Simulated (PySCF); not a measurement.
**Computed vibrations of [Y(H2CO)]3+**

[Y(H2CO)]3+ (singlet). PySCF 2.14.0, RKS PBE0, Y def2-SVP with ECP28, O def2-SVP, C def2-SVP, H def2-SVP; non-relativistic Hamiltonian with scalar-relativistic core potentials where named; density fitting; no spin-orbit coupling. Central differences of gradients.

```xyz
5

Y     0.0000    0.0000   -0.6731
O     0.0000    0.0000    1.3644
C     0.0000    0.0000    2.6348
H     0.9737    0.0000    3.1770
H    -0.9737    0.0000    3.1770
```

Run from Python with OMP_NUM_THREADS=2. Where DIIS fails, smearing, a level shift and second-order steps follow.
It took 21 s on 2 threads of Intel(R) Xeon(R) CPU @ 2.60GHz (Ice Lake), with other jobs on the host.

(1) What are the harmonic wavenumbers and infrared intensities?

(2) Is this a minimum?

Answers

(1) Modes are labelled in C2v; negative numbers are unstable modes, those under 60 cm⁻¹ near the noise; a finer grid moves soft modes by up to 10 cm⁻¹.
| cm⁻¹ | km/mol | symmetry |
| --- | --- | --- |
| 263 | 68.9 | b2 |
| 280 | 76.3 | b1 |
| 484 | 41.0 | a1 |
| 1166 | 19.4 | b2 |
| 1240 | 5.8 | b1 |
| 1432 | 310.7 | a1 |
| 1535 | 251.6 | a1 |
| 3000 | 119.1 | a1 |
| 3154 | 111.4 | b2 |

(2) Yes. Ideal gas at 298.15 K and 1 bar: S = 273.5 J/(mol K), Cp = 55.5 J/(mol K), H − H(0 K) = 13.1 kJ/mol (rigid rotor, harmonic modes, spin degeneracy alone).
